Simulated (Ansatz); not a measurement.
ZnGeH6S2, singlet: at the end structure of a reaction step.

in.yaml

```yaml
crystal:
  periodic: [false, false, false]
  atoms:
    - {symbol: Ge, position_ang: [1.165532, 1.518430, -0.281838]}
    - {symbol: H, position_ang: [-0.443434, -1.563750, -1.751914]}
    - {symbol: H, position_ang: [-0.662865, -0.893637, -2.002384]}
    - {symbol: S, position_ang: [-0.906422, 1.701385, 0.512914]}
    - {symbol: Zn, position_ang: [-1.221482, -0.394953, 0.912346]}
    - {symbol: S, position_ang: [-1.555543, -2.488512, 1.341770]}
    - {symbol: H, position_ang: [1.135715, 1.619920, -1.815306]}
    - {symbol: H, position_ang: [1.991338, 2.669213, 0.310032]}
    - {symbol: H, position_ang: [1.786038, 0.168125, 0.123463]}
    - {symbol: H, position_ang: [-1.288975, -2.336321, 2.651018]}
basis:
  gaussian: {orbitals: STO-3G}
hamiltonian: {xc: pbe, dispersion: d4}
```

Run by:

```bash
ansatz run in.yaml --threads 8 --pin off --events-out ev --progress --plain --max-ram 19148MiB
```

The run's output (Ansatz 0.2.0):

```
Functional definition: PBE
  name "PBE"
  cite "Perdew, Burke & Ernzerhof, Phys. Rev. Lett. 77, 3865 (1996) doi:10.1103/PhysRevLett.77.3865"
  parent pbe
  parameter kappa = 0.804
  parameter beta = 0.06672455060314922
  exchange = pbe_x(kappa = kappa, mu = beta*pi^2/3)
  correlation = pbe_c(beta = beta)
612 factors; integrals over basis functions are off by at most 3.5e-4 eV
mean field evaluation 1: about -124323.3122 eV, gradient 2.6e2 eV
mean field evaluation 2: about -124934.5311 eV, gradient 1.0e2 eV
mean field evaluation 4: about -124037.3436 eV, gradient 2.8e2 eV
mean field evaluation 8: about -124993.0459 eV, gradient 1.6e2 eV
mean field evaluation 16: about -125220.2131 eV, gradient 1.1e1 eV
mean field evaluation 32: about -125220.3757 eV, gradient 2.2e-1 eV
mean field evaluation 64: about -125123.5153 eV, gradient 1.6e2 eV
mean field evaluation 96: about -125220.4941 eV, gradient 7.3e-1 eV
mean field evaluation 128: about -125220.3040 eV, gradient 9.8e-1 eV
mean field evaluation 160: about -125220.4915 eV, gradient 8.1e-1 eV
mean field evaluation 192: about -125220.3733 eV, gradient 4.2e-1 eV
mean field evaluation 224: about -125219.1394 eV, gradient 2.3e1 eV
mean field evaluation 256: about -125220.4408 eV, gradient 2.3e0 eV
mean field evaluation 288: about -125220.3689 eV, gradient 2.5e-1 eV
mean field -125220.37662414 eV, -4601.7639635172 hartree, gradient 2.7e-6 eV, S^2 0.000000; 10 other end points of the search recorded, 0 dependent functions left out
reference -125220.37664854 eV, -4601.7639644139 hartree; 50, 50 occupied and 10, 10 virtual orbitals, 612 factors
Total energy: -125220.63134565 eV, -4601.7733243602 hartree
```

The lines “mean field evaluation” count trial sets of orbitals through the whole run, from several starts and some on an approximate energy, so they need not fall steadily or lie above the final value.

Time: 15 s of wall clock on 8 CPU threads of an Arm Neoverse N1; the host was shared. Peak host memory: 0.66 GiB.
